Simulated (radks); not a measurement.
The numbers below are computed, except where a source is named.
Removal energies from neutral argon, [Ar], by Delta-SCF beside the eigenvalue of the level emptied. Level of theory: non-relativistic Kohn-Sham, PBE, spin-polarised, spherical densities, point nucleus (a radial shooting solver on a logarithmic mesh with Libxc functionals). Open shells are filled with parallel spins first.

removed from   final configuration  Delta-SCF (eV)  -eigenvalue (eV)
3p                    [Ne] 3s2 3p5          15.812            10.286
3s                    [Ne] 3s1 3p6          30.100            24.061
2p            [He] 2s2 2p5 3s2 3p6          248.46            229.77
2s            [He] 2s1 2p6 3s2 3p6          311.16            294.73
